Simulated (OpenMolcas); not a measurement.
Fe2+ among 6 point charges of -2 e arranged as an octahedron (Oh). The active orbitals were held to one l.

| Quantity | Value |
| --- | --- |
| Program | OpenMolcas 26.06 |
| Method | CASSCF |
| Basis | ANO-RCC-VTZP [6s5p3d2f1g] |
| Scalar Hamiltonian | DKH2, point nucleus |
| Active space | 6 electrons in 5 orbitals (3d) |
| State averaging | 2S+1 = 5 even, 5 roots; 2S+1 = 3 even, 45 roots; 2S+1 = 1 even, 50 roots |
| Spin-orbit coupling | state interaction with AMFI integrals over the reference wave functions |

All point charges move together. At R = 1.84 Å the first state of the same spin is 9513 cm-1, and at R = 2.14 Å it is 4136 cm-1.

Q: A third run gives 6368 cm-1. What distance was it run at?

A: With a power law R^-n the two known points give n = -ln(4136 / 9513) / ln(2.14 / 1.84) = 5.51. Then R = 1.84 × (9513 / 6368)^(1/5.51) = 1.979 Å. The run was at 1.97 Å, so the estimate is off by +0.009 Å.

An orbital triplet at a regular site is open to Jahn-Teller coupling, which can distort the site and quench the lowest spin-orbit gaps and is left out. Without dynamic correlation the repulsion within the d shell is too large (B by tens of per cent), so at a given field states of lower spin stand too high. The ground term spreads over less than 5000 cm-1, several times less than with real ligands, so orbital moments are less quenched and χT lies further from the spin-only value than at real sites (holds for R = 2.14). This is an electrostatic model: the charges have no orbitals. No measured value stands beside these numbers.
